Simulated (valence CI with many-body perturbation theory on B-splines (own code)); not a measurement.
**Forbidden lines of Hf²³⁺**

Computed by relativistic CI+MBPT: three valence electrons over a frozen Dirac-Fock core [Kr] 4d10, a basis of 7 s, 7 p, 7 d, 7 f, 4 g, 2 h functions for each j, with the one-electron correlation potential Σ1 (screened to all orders), the two-electron term Σ2, the three-electron term Σ3, Breit, model QED; selected single and double excitations, second order for the rest, scaled by the run's own slope (own B-spline code, finite nucleus).

No measured levels were compared; by estimate terms of the open shell hold to a few per cent of their energy, and close levels can change places. Excitations out of the core, of the other parity, are not computed and may begin above about 152 eV (a cautious bound); beyond it only levels of the ground parity were kept, without lifetimes.

Lines 1 to 50 of 120 in falling wavelength, among levels below 1228800 cm⁻¹, chosen from the decays that carry over 1 % of a level's rate. Wavelengths and rates use the calculated energies, so an error of 2000 cm⁻¹ moves a line at 3511 nm by 70 % and its rate by three times that or more. Weak lines are less certain than strong ones. Lines between different terms over intervals too small for the method are left out, as are lines whose strength nearly cancels. Where a level lies close to another of its J and parity, the split of strength between their lines is uncertain.

Levels are named by their leading jj configuration (3d3/2^4 stands for four electrons in 3d with j = 3/2), which in mixed levels can hold well under half, so a name can repeat and another be missing. Letters in brackets count levels of one name in rising energy.

```csv
λ vac (nm),Upper,Lower,Type,A (s⁻¹),Branch %
3511,(4f5/2^2 4f7/2) J=5/2 [b],(4f5/2^2 4f7/2) J=7/2 [a],M1,2.02e-01,1.1
2233,(4f5/2^2 4f7/2) J=3/2 [a],(4f5/2^2 4f7/2) J=5/2 [a],M1,5.10e-01,1.3
1991,(4f5/2^2 4f7/2) J=7/2 [a],(4f5/2^2 4f7/2) J=5/2 [a],M1,2.25e+00,8.0
1806,(4f5/2^2 4f7/2) J=3/2 [b],(4f5/2^2 4f7/2) J=5/2 [c],M1,3.77e+00,3.6
1417,(4f5/2^2 4f7/2) J=7/2 [b],(4f5/2^2 4f7/2) J=5/2 [b],M1,6.16e+00,6.4
1270,(4f5/2^2 4f7/2) J=5/2 [b],(4f5/2^2 4f7/2) J=5/2 [a],M1,1.31e+00,7.1
1166,(4f5/2 4f7/2^2) J=11/2 [b],(4f5/2^2 4f7/2) J=11/2 [b],M1,7.24e+00,3.4
1085,(4f5/2^2 4f7/2) J=7/2 [a],(4f5/2^2 4f7/2) J=9/2,M1,7.85e+00,28.0
1069,(4f5/2^2 4f7/2) J=11/2 [b],(4f5/2 4f7/2^2) J=9/2 [b],M1,1.35e+01,16.0
1020,(4f5/2 4f7/2^2) J=1/2,(4f5/2^2 4f7/2) J=3/2 [b],M1,3.42e+01,27.0
1009,(4f5/2^2 4f7/2) J=7/2 [b],(4f5/2^2 4f7/2) J=7/2 [a],M1,5.28e+00,5.5
987.6,(4f5/2 4f7/2^2) J=13/2 [b],(4f5/2 4f7/2^2) J=11/2 [b],M1,7.68e+00,4.6
928.9,(4f5/2^2 4f7/2) J=5/2 [a],(4f5/2^3) J=3/2,M1,3.60e+01,99.9
908.0,(4f5/2^2 4f7/2) J=15/2,(4f5/2^2 4f7/2) J=13/2,M1,1.15e+01,3.6
851.9,(4f5/2 4f7/2^2) J=9/2 [a],(4f5/2^2 4f7/2) J=7/2 [a],M1,1.96e+01,8.8
846.8,(4f5/2^2 4f7/2) J=3/2 [b],(4f5/2^2 4f7/2) J=1/2,M1,5.09e+00,4.9
819.9,(4f5/2 4f7/2^2) J=9/2 [b],(4f5/2 4f7/2^2) J=9/2 [a],M1,3.44e+00,1.6
805.0,(4f5/2 4f7/2^2) J=15/2 [a],(4f5/2 4f7/2^2) J=13/2 [a],M1,5.61e+01,100.0
713.5,(4f5/2 4f7/2^2) J=13/2 [a],(4f5/2^2 4f7/2) J=11/2 [a],M1,1.22e+02,100.0
713.0,(4f5/2 4f7/2^2) J=9/2 [b],(4f5/2^2 4f7/2) J=7/2 [b],M1,7.84e+01,36.1
669.7,(4f5/2^2 4f7/2) J=7/2 [b],(4f5/2^2 4f7/2) J=5/2 [a],M1,5.81e+01,60.1
656.0,(4f5/2^2 4f7/2) J=3/2 [a],(4f5/2^3) J=3/2,M1,3.79e+01,98.7
636.5,(4f5/2^2 4f7/2) J=3/2 [b],(4f5/2 4f7/2^2) J=3/2 [a],M1,1.27e+00,1.2
627.4,(4f5/2^2 4f7/2) J=11/2 [a],(4f5/2^3) J=9/2,M1,1.55e+02,100.0
626.7,(4f5/2 4f7/2^2) J=5/2 [a],(4f5/2 4f7/2^2) J=3/2 [a],M1,4.20e+01,14.7
624.6,(4f5/2 4f7/2^2) J=7/2 [b],(4f5/2 4f7/2^2) J=5/2 [a],M1,2.99e+01,21.5
622.4,(4f5/2 4f7/2^2) J=5/2 [a],(4f5/2 4f7/2^2) J=7/2 [a],M1,3.92e+00,1.4
564.8,(4f7/2^3) J=9/2,(4f5/2 4f7/2^2) J=7/2 [a],M1,6.39e+01,15.1
557.7,(4f5/2 4f7/2^2) J=11/2 [b],(4f5/2 4f7/2^2) J=9/2 [b],M1,4.31e+01,20.1
544.7,(4f5/2^2 4f7/2) J=11/2 [b],(4f5/2^2 4f7/2) J=13/2,M1,9.56e-01,1.1
538.1,(4f5/2 4f7/2^2) J=3/2 [b],(4f5/2^2 4f7/2) J=5/2 [c],M1,2.86e+01,4.9
536.5,(4f5/2^2 4f7/2) J=5/2 [b],(4f5/2^3) J=3/2,M1,1.64e+01,88.6
534.8,(4f5/2 4f7/2^2) J=13/2 [b],(4f5/2^2 4f7/2) J=11/2 [b],M1,8.71e+00,5.2
534.2,(4f5/2 4f7/2^2) J=7/2 [a],(4f5/2^2 4f7/2) J=5/2 [b],M1,1.10e+02,45.5
522.8,(4f5/2^2 4f7/2) J=7/2 [b],(4f5/2^2 4f7/2) J=9/2,M1,1.01e+01,10.5
516.3,(4f5/2^2 4f7/2) J=11/2 [b],(4f5/2 4f7/2^2) J=11/2 [a],M1,1.27e+01,15.1
477.2,(4f5/2 4f7/2^2) J=9/2 [a],(4f5/2^2 4f7/2) J=9/2,M1,1.25e+02,56.1
464.0,(4f5/2^2 4f7/2) J=11/2 [b],(4f5/2 4f7/2^2) J=9/2 [a],M1,1.04e+00,1.2
463.7,(4f5/2 4f7/2^2) J=7/2 [a],(4f5/2^2 4f7/2) J=7/2 [a],M1,6.61e+01,27.4
462.6,(4f5/2 4f7/2^2) J=1/2,(4f5/2^2 4f7/2) J=1/2,M1,1.98e+01,15.6
458.9,(4f5/2 4f7/2^2) J=7/2 [b],(4f5/2^2 4f7/2) J=5/2 [c],M1,7.72e+01,55.6
455.7,(4f5/2^2 4f7/2) J=5/2 [c],(4f5/2^2 4f7/2) J=7/2 [b],M1,2.61e+01,15.0
449.9,(4f5/2 4f7/2^2) J=3/2 [a],(4f5/2^2 4f7/2) J=3/2 [a],M1,1.84e+02,53.2
432.1,(4f5/2 4f7/2^2) J=11/2 [a],(4f5/2^2 4f7/2) J=9/2,M1,1.04e+02,42.3
432.0,(4f5/2^2 4f7/2) J=9/2,(4f5/2^2 4f7/2) J=11/2 [a],M1,4.00e+01,15.9
417.8,(4f5/2 4f7/2^2) J=9/2 [b],(4f5/2^2 4f7/2) J=7/2 [a],M1,1.96e+01,9.0
402.3,(4f5/2 4f7/2^2) J=3/2 [b],(4f5/2^2 4f7/2) J=1/2,M1,1.15e+02,19.8
395.9,(4f5/2 4f7/2^2) J=15/2 [b],(4f5/2^2 4f7/2) J=15/2,M1,1.21e+02,30.5
394.5,(4f7/2^3) J=9/2,(4f5/2 4f7/2^2) J=11/2 [a],M1,3.72e+01,8.8
391.9,(4f5/2 4f7/2^2) J=1/2,(4f5/2 4f7/2^2) J=3/2 [a],M1,4.27e+01,33.6
```
